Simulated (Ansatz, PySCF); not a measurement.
This triplet lies 0.27 eV above the relaxed singlet at the level B3LYP/cc-pVTZ // PBE0-D3(BJ)/def2-TZVP (Ansatz, a quantum-chemistry and plane-wave program); other levels give the other order.

Cartesian coordinates (Å):
SMILES: C#C[C]F
```xyz
5

C      0.7592    -0.4467     0.8590
C      0.0616    -0.0477    -0.0774
C     -0.5599     0.2780    -1.2016
F     -1.6097     0.9960    -1.4708
H      1.3488    -0.7796     1.6802
```
Charge 0, spin multiplicity 3.

Q: Predict the dipole moment, total energy and highest occupied spin orbital from PySCF with PBE-D3(BJ)/def2-TZVP // PBE0-D3(BJ)/def2-TZVP.

A: 
```json
{
 "dipole_moment": "1.16 D",
 "total_energy": "-214.4103 Ha",
 "highest_occupied_spin_orbital": "-4.96 eV"
}
```
